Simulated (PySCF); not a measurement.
Gas-phase reaction: InH + C₃H₈ ⇌ InCH₃ + 2 CH₃

Method: PySCF energies (xtb for GFN2) plus ideal-gas RRHO corrections (1 bar). † marks an energy on the PBE0/def2-TZVP geometry and frequencies; other levels use their own. CCSD(T) freezes the core. Open shells (unrestricted): CH₃ (multiplicity 2); the rest are closed-shell singlets. GFN2 has no spin-polarisation term. In: scalar-relativistic def2 core potential, no spin-orbit coupling. InH, InCH₃: computed as isolated molecules; such fragments, hydroxides, amides, oligomers or adducts are transient or little studied in the gas. CCSD(T) isn't extrapolated to the basis-set limit; its ΔH°(298 K) is 363.3 kJ in def2-SVP and 343.6 kJ in def2-TZVPP. The harmonic model lacks anharmonicity and excited electronic states, which grow with temperature; levels with a mode under 35 cm⁻¹ are left out. Internal rotation in C₃H₈ is treated as a harmonic vibration of one conformer, which makes the entropy rough.

```json
[
 {"level": "BLYP/def2-TZVP†", "ΔE electronic, kJ": "347", "ΔH°(298 K), kJ": "321", "ΔS°(298 K), J/K": "173", "ΔG°(1400 K), kJ": "68"},
 {"level": "CCSD(T)/def2-SVP†", "ΔE electronic, kJ": "390", "ΔH°(298 K), kJ": "363", "ΔS°(298 K), J/K": "173", "ΔG°(1400 K), kJ": "110"},
 {"level": "CCSD(T)/def2-TZVPP†", "ΔE electronic, kJ": "370", "ΔH°(298 K), kJ": "344", "ΔS°(298 K), J/K": "173", "ΔG°(1400 K), kJ": "91"},
 {"level": "GFN2-xTB", "ΔE electronic, kJ": "604", "ΔH°(298 K), kJ": "576", "ΔS°(298 K), J/K": "175", "ΔG°(1400 K), kJ": "320"},
 {"level": "PBE/def2-SVP", "ΔE electronic, kJ": "404", "ΔH°(298 K), kJ": "379", "ΔS°(298 K), J/K": "175", "ΔG°(1400 K), kJ": "123"},
 {"level": "PBE0/def2-QZVP†", "ΔE electronic, kJ": "370", "ΔH°(298 K), kJ": "344", "ΔS°(298 K), J/K": "173", "ΔG°(1400 K), kJ": "91"},
 {"level": "ωB97X-V/def2-TZVP†", "ΔE electronic, kJ": "392", "ΔH°(298 K), kJ": "365", "ΔS°(298 K), J/K": "173", "ΔG°(1400 K), kJ": "112"}
]
```
ΔH° is lowest at BLYP/def2-TZVP† and highest at GFN2-xTB. No reference value is set beside these.
